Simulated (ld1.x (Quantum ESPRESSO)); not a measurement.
# Transferability test, TM potential for F (Z = 9)

F, norm-conserving Troullier–Martins (Kleinman–Bylander form), made with ld1.x (Quantum ESPRESSO) 7.5 (LDA (PZ), non-relativistic). Core [He], reference 2s2 2p5. Waves: 2p (bound): rc 1.50 bohr; 2s (bound): rc 0.75 bohr. Local part: the s channel. Core correction: a·sin(br)/r model core inside 0.75 bohr.

Energies are relative to the spin-unpolarised reference configuration 2s2 2p5; without spin polarisation the order of configurations can differ from experiment. Spin-polarised rows fill each open shell by Hund’s rule, majority spin first.

```json
{"valence configuration": "2s2 2p4", "charge": "+1", "ΔE all-electron (eV)": "19.566", "error AE − PS (meV)": "+25"}
{"valence configuration": "2s2 2p3", "charge": "+2", "ΔE all-electron (eV)": "58.089", "error AE − PS (meV)": "+245"}
{"valence configuration": "2s2 2p2", "charge": "+3", "ΔE all-electron (eV)": "118.826", "error AE − PS (meV)": "+1042"}
{"valence configuration": "2s2 2p4.5", "charge": "+0.5", "ΔE all-electron (eV)": "7.636", "error AE − PS (meV)": "+3.5"}
{"valence configuration": "2s1 2p6", "charge": "0", "ΔE all-electron (eV)": "18.302", "error AE − PS (meV)": "+27"}
{"valence configuration": "2s2 2p5 (spin-polarised)", "charge": "0", "ΔE all-electron (eV)": "-0.379", "error AE − PS (meV)": "+15"}
{"valence configuration": "2s2 2p4 (spin-polarised)", "charge": "+1", "ΔE all-electron (eV)": "17.734", "error AE − PS (meV)": "+94"}
```

Question: What are ΔE and the potential's error for 2s2 2p5.3?

Answer: ΔE = -2.729 eV all-electron; the error (AE − PS) is +0.3 meV.

Question: What are ΔE and the potential's error for 2s1 2p5?

Answer: ΔE = 38.127 eV all-electron; the error (AE − PS) is -59 meV.
